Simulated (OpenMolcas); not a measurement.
Os6+ among 8 point charges of -1.2 e arranged as a cube (Oh), 2.14 Å from the ion.
```
   1.2355    1.2355    1.2355  -1.20
   1.2355    1.2355   -1.2355  -1.20
   1.2355   -1.2355    1.2355  -1.20
   1.2355   -1.2355   -1.2355  -1.20
  -1.2355    1.2355    1.2355  -1.20
  -1.2355    1.2355   -1.2355  -1.20
  -1.2355   -1.2355    1.2355  -1.20
  -1.2355   -1.2355   -1.2355  -1.20
```

```json
{
  "Program": "OpenMolcas 26.06",
  "Method": "SS-CASPT2, IPEA 0.25 Eh, imaginary shift 0.1 Eh (closed shells correlated: 5s 5p)",
  "Basis": "ANO-RCC-VDZP [7s6p4d2f1g]",
  "Scalar Hamiltonian": "DKH2, point nucleus",
  "Active space": "2 electrons in 5 orbitals (5d)",
  "State averaging": "2S+1 = 3 even, 10 roots; 2S+1 = 1 even, 15 roots",
  "Spin-orbit coupling": "state interaction with AMFI integrals over the reference wave functions"
}
```

(1) What is the spin-free ground state (labels of O, the rotations of Oh)?

(2) Where is the first state of the same spin?

(3) What are the lowest two levels with spin-orbit coupling?

(4) What is χT at 300 K?

## Answers

(1) 3A2, 1-fold in its orbital part, 100 % from free-ion F terms; it has the highest spin that d2 allows.

(2) 3T2 at 3000 cm-1 above the ground state.

(3) A 3-fold level T2, then a 2-fold level E 1140 cm-1 above it. Their leading multiplicities are 3 (90 %) and 3 (85 %).

(4) 0.17 cm3 K/mol.

Roots that are degenerate in the reference are averaged as groups; the widest CASPT2 spread within a group is 130 cm-1 (the 3-fold group of multiplicity 3 near 5440 cm-1 above the lowest state of its run). Shifts and gaps below about the spread of the groups concerned are not significant. Spin-orbit coupling mixes the spin-free states strongly: the lowest level takes only 42 % from its leading state, 3T2, which lies 3000 cm-1 above the lowest spin-free state. Free-ion shares, where given, are those of the reference states; single-state CASPT2 does not remix them. This is an electrostatic model: the charges have no orbitals. No measured value stands beside these numbers.
